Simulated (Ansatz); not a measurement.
Born–Oppenheimer molecular dynamics of HSTe (3 atoms, charge -1, multiplicity 1). It goes on from the last frame of an earlier run, with new velocities.

Level of theory: RKS PBE-D4/def2-SVPD (Ansatz).

```yaml
ensemble: NVE (velocity Verlet)
time_step: 4 fs
steps_asked: 40
starting_velocities_drawn_for: 1000 K
seed: 47363
```

First frame:

```xyz
3
Properties=species:S:1:pos:R:3
S 1.511 0.510 1.095
Te -0.634 0.790 -0.049
H -1.057 -0.743 0.166
```

(1) What does the run give?

(2) What happens to the structure?

(3) How do temperature and energy run in time?

Answers

(1) All steps were run.

```yaml
steps_done: 40
time_covered: 160 fs
mean_temperature_over_the_second_half: 3518 K
spread_of_the_potential_energy_over_the_second_half: 274.3 meV per atom
mean_potential_energy_of_the_second_half_above_the_start: 746.2 meV per atom
```

The conserved energy changed by up to 970 meV per atom, so the integration failed: the time step of 4 fs is too long for the fastest motions that this run met, and the later frames carry no physical meaning.

(2) Parted: Te2–H3 1.60 → 7.68 Å. It ends as H + STe (total charge -1). Pairs count as bonded within 1.25 times the sum of covalent radii (0.12 Å more for H–H). This is one draw of velocities; another would differ in detail.

(3) 
```csv
time (fs),T (K),potential energy less start (eV),conserved less start (meV/atom)
0.0,1000,0.000,0.00
8.0,346,0.101,5.59
16.0,735,0.068,11.34
24.0,648,0.129,27.82
32.0,594,0.262,69.75
40.0,419,0.319,81.37
48.0,1582,0.066,46.94
56.0,1704,0.061,50.73
64.0,1616,0.023,34.29
72.0,3655,0.305,216.09
80.0,1714,0.576,222.77
88.0,2875,1.139,460.53
96.0,9230,1.809,957.64
104.0,3829,2.479,948.28
112.0,2359,2.665,946.75
120.0,2070,2.700,946.19
128.0,2115,2.693,945.80
136.0,1997,2.708,945.72
144.0,1673,2.751,946.09
152.0,1614,2.759,946.25
160.0,2008,2.707,945.84
```

The run took 55 s on 1 thread of Intel(R) Xeon(R) Platinum 8259CL CPU @ 2.50GHz (Skylake/Cascade Lake) (shared host), peak memory 0.11 GiB.
